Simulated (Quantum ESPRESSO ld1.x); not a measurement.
Task: These are the eigenvalues of the occupied orbitals of an atom or ion with whole-number occupations (eV). Calculated with ld1.x of Quantum ESPRESSO 7.5: scalar-relativistic Kohn-Sham, LDA (Slater exchange, VWN5 correlation), spin-unpolarised, spherical densities, point nucleus.

orbital  eigenvalue
1s       -85593.867
2s       -15259.685
2p       -13130.909
3s        -3659.289
3p        -3046.796
3d        -2411.734
4s         -833.628
4p         -632.837
4d         -397.604
5s         -153.973
4f         -137.109
5p          -98.926
5d          -37.827
6d           -9.639

Which element is it, and in what charge state? The configuration may be excited.

Result: Z = 81, thallium, charge +2: Tl2+ in [Xe] 4f14 5d10 6d1. The list shows which subshells hold electrons but not how many an open one holds; the 1s level, -3145.5 hartree, gives Z - s = 79.3 by -(Z - s)^2/2, which with screening and relativity narrows Z to a few neighbours, and the depths of the outer levels then fix element, charge and occupations together.
